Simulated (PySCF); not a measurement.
NP, charge +1, doublet, geometry from GFN2-xTB (a state made from the parent by changing its charge; the spin is typed, not shown lowest); B3LYP/aug-cc-pVDZ (PySCF).

The PySCF input:
```python
from pyscf import gto, scf, dft

mol = gto.M(
    atom='''
N    -0.00000000   -0.00000000   -0.98877074
P     0.00000000    0.00000000    0.46142634
''',
    basis='aug-cc-pvdz',
    charge=1,
    spin=1,
    verbose=4,
    symmetry=True,
    symmetry_subgroup='C2v',
)

mf = dft.UKS(mol)
mf.xc = 'b3lyp'
mf.kernel()
mf.analyze()
```

What the program printed (banner, timings and long lists left out):

```
PySCF version 2.14.0

[INPUT] verbose = 4
[INPUT] num. atoms = 2
[INPUT] num. electrons = 21
[INPUT] charge = 1
[INPUT] spin (= nelec alpha-beta = 2S) = 1
[INPUT] symmetry True subgroup C2v
[INPUT] Mole.unit = angstrom
[INPUT] Symbol           X                Y                Z      unit          X                Y                Z       unit  Magmom
[...]
nuclear repulsion = 38.3145214625587
point group symmetry = Coov, use subgroup C2v
symmetry origin: [ 0.00000000e+00  0.00000000e+00 -6.87173139e-09]
symmetry axis x: [1. 0. 0.]
symmetry axis y: [0. 1. 0.]
symmetry axis z: [0. 0. 1.]
num. orbitals of irrep A1 = 24
num. orbitals of irrep A2 = 4
num. orbitals of irrep B1 = 11
num. orbitals of irrep B2 = 11
number of shells = 16
number of NR pGTOs = 85
number of NR cGTOs = 50
basis = aug-cc-pvdz
ecp = {}

******** <class 'pyscf.dft.uks_symm.SymAdaptedUKS'> ********
method = SymAdaptedUKS
initial guess = minao
damping factor = 0
level_shift factor = 0
DIIS = <class 'pyscf.scf.diis.CDIIS'>
diis_start_cycle = 1
diis_space = 8
diis_damp = 0
SCF conv_tol = 1e-09
SCF conv_tol_grad = None
SCF max_cycles = 50
direct_scf = True
direct_scf_tol = 1e-13
number electrons alpha = 11  beta = 10
XC library pyscf.dft.libxc version 7.1.2
    S. Lehtola, C. Steigemann, M. J. T. Oliveira, and M. A. L. Marques,  SoftwareX 7, 1–5 (2018)
XC functionals = b3lyp
    P. J. Stephens, F. J. Devlin, C. F. Chabalowski, and M. J. Frisch,  J. Phys. Chem. 98, 11623 (1994)
radial grids:
    Treutler-Ahlrichs [JCP 102, 346 (1995); DOI:10.1063/1.469408] (M4) radial grids

becke partition: Becke, JCP 88, 2547 (1988); DOI:10.1063/1.454033
pruning grids: <function nwchem_prune>
grids dens level: 3
symmetrized grids: True
atomic radii adjust function: <function treutler_atomic_radii_adjust>
small_rho_cutoff = 0
Freeze 0 electrons in irreps []
    21 free electrons in irreps A1 A2 B1 B2
Set gradient conv threshold to 3.16228e-05
tot grids = 33088
init E= -396.204716784898

cycle= 1 E= -395.570245784925  delta_E= 0.634  |g|= 0.303  |ddm|= 1.14
cycle= 2 E= -395.05289470417  delta_E= 0.517  |g|= 1.01  |ddm|= 0.925
cycle= 3 E= -395.643772921019  delta_E= -0.591  |g|= 0.0701  |ddm|= 0.662
cycle= 4 E= -395.646687961914  delta_E= -0.00292  |g|= 0.0202  |ddm|= 0.0875
cycle= 5 E= -395.64732259133  delta_E= -0.000635  |g|= 0.00878  |ddm|= 0.0364
cycle= 6 E= -395.647527664681  delta_E= -0.000205  |g|= 0.00391  |ddm|= 0.0225
cycle= 7 E= -395.647624132505  delta_E= -9.65e-05  |g|= 0.00191  |ddm|= 0.0204
[...]
converged SCF energy = -395.64764937117  <S^2> = 0.77414118  2S+1 = 2.0239972
Total Energy =                        -395.647649371169962
[...]
beta  MO #15 (A1 #9), energy= -0.15121595539042 occ= 0
beta  MO #16 (B1 #4), energy= -0.109146336528699 occ= 0
beta  MO #17 (B2 #4), energy= -0.109146336528698 occ= 0
beta  MO #18 (A1 #10), energy= -0.0852421490963091 occ= 0
beta  MO #19 (A2 #1), energy= -0.0852418223528401 occ= 0
beta  MO #20 (A1 #11), energy= -0.0776161211686035 occ= 0
beta  MO #21 (B1 #5), energy= -0.0345535539831474 occ= 0
beta  MO #22 (B2 #5), energy= -0.0345535539831421 occ= 0
beta  MO #23 (A1 #12), energy= -0.0292438974846205 occ= 0
beta  MO #24 (B1 #6), energy= 0.0429552895145655 occ= 0
beta  MO #25 (B2 #6), energy= 0.0429552895145677 occ= 0
beta  MO #26 (A1 #13), energy= 0.0563666606577886 occ= 0
beta  MO #27 (A1 #14), energy= 0.179547889294092 occ= 0
beta  MO #28 (B1 #7), energy= 0.249778147727595 occ= 0
beta  MO #29 (B2 #7), energy= 0.249778147727613 occ= 0
beta  MO #30 (A1 #15), energy= 0.281157723042177 occ= 0
beta  MO #31 (A1 #16), energy= 0.329799535391704 occ= 0
beta  MO #32 (A2 #2), energy= 0.329799874636518 occ= 0
beta  MO #33 (A1 #17), energy= 0.345053831376347 occ= 0
beta  MO #34 (B1 #8), energy= 0.387497059494805 occ= 0
beta  MO #35 (B2 #8), energy= 0.387497059494811 occ= 0
beta  MO #36 (A2 #3), energy= 0.398849244819788 occ= 0
beta  MO #37 (A1 #18), energy= 0.398849373843658 occ= 0
beta  MO #38 (B1 #9), energy= 0.592562590345695 occ= 0
beta  MO #39 (B2 #9), energy= 0.592562590345698 occ= 0
beta  MO #40 (A1 #19), energy= 0.643372575554259 occ= 0
beta  MO #41 (B1 #10), energy= 0.810746632653047 occ= 0
beta  MO #42 (B2 #10), energy= 0.810746632653056 occ= 0
beta  MO #43 (A1 #20), energy= 0.87448787087676 occ= 0
beta  MO #44 (A1 #21), energy= 0.938672848060867 occ= 0
beta  MO #45 (A1 #22), energy= 1.57964855186769 occ= 0
beta  MO #46 (A2 #4), energy= 1.90170783385565 occ= 0
beta  MO #47 (A1 #23), energy= 1.90170787914014 occ= 0
beta  MO #48 (B1 #11), energy= 1.96833062914845 occ= 0
beta  MO #49 (B2 #11), energy= 1.96833062914845 occ= 0
beta  MO #50 (A1 #24), energy= 2.3782086812946 occ= 0
 ** Mulliken pop alpha/beta on meta-lowdin orthogonal AOs **
 ** Mulliken pop       alpha | beta **
In total            11.00000 | 10.00000
 ** Mulliken atomic charges   ( Nelec_alpha | Nelec_beta ) **
charge of  0N =     -0.06230  (     4.02230      3.04000 )
charge of  1P =      1.06230  (     6.97770      6.96000 )

WARN: System has nonzero charge 1; the dipole moment is origin-dependent.
Location of origin: [0. 0. 0.]

Dipole moment(X, Y, Z, Debye):  0.00000,  0.00000,  1.96719
```
